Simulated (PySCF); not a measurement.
BBr₂⁺, singlet: computed properties

Method: PBE0/[B def2-TZVP, Br def2-TZVP], no relativity, density fitting, PySCF.

The structure is a minimum.

```json
{"Point group": "D∞h", "Bond lengths": "B–Br 1.761 Å (×2)", "Bond angles": "Br–B–Br 180.0°", "Enthalpy at 298.15 K above 0 K": "12.04 kJ/mol", "Rotational symmetry number": "2", "Principal quadrupole moments (Buckingham, traceless) about the centre of mass": "-8.66, -8.66, 17.32 D Å", "Principal polarisabilities": "31.6, 31.6, 75.7 bohr³", "Rotational constants": "0.03443 cm⁻¹", "Lowest empty level": "-8.11 eV", "Dipole moment about the centre of mass": "0.00 D", "Highest occupied level": "-15.52 eV", "Heat capacity Cp at 298.15 K": "50.8 J/(mol K)", "Entropy at 298.15 K and 1 bar": "265.9 J/(mol K)", "Zero-point energy": "13.0 kJ/mol"}
```

Harmonic modes (masses in u: B 11.009, Br 78.918):
```csv
symmetry,ω (cm⁻¹),"IR (km/mol, summed over degenerate members)"
πu,279,12.2
σg+,339,0.0
σu+,1275,515
```

In D∞h the vibrations span πu + σg+ + σu+. The σg+ mode carries no infrared intensity, as symmetry demands. With a centre of inversion only u modes can be infrared active and only g modes Raman active.

Charges (e):
| atom | Mulliken | Löwdin | polar tensor | Mayer order to B1 |
| --- | --- | --- | --- | --- |
| B1 | 0.18 | -1.04 | 1.01 | – |
| Br2,3 | 0.41 | 1.02 | -0.01 | 1.85 |

Mulliken populations on B1: s 2.99, p 1.59, d 0.23, f 0.02.

Outer orbital energies (eV). occupied: -29.95, -29.48, -20.41, -18.73, -16.88, -16.88, -15.52, -15.52; empty: -8.11, -8.11, -6.12, -3.53.

Counting electrons, boron keeps none of its valence electrons outside its bonds, so the VSEPR class is AX2 and the expected shape is linear (D∞h), as computed.

Only a few start shapes were tried, so a lower isomer may exist.

The final relaxation and frequency run took 2.2 min on 2 threads of a shared Intel Xeon @ 2.50GHz (Skylake/Cascade Lake) host, with 127 basis functions and 6 gradients; the process peaked at 1 GiB. Launch command: `OMP_NUM_THREADS=2 python axn.py task.json out`.
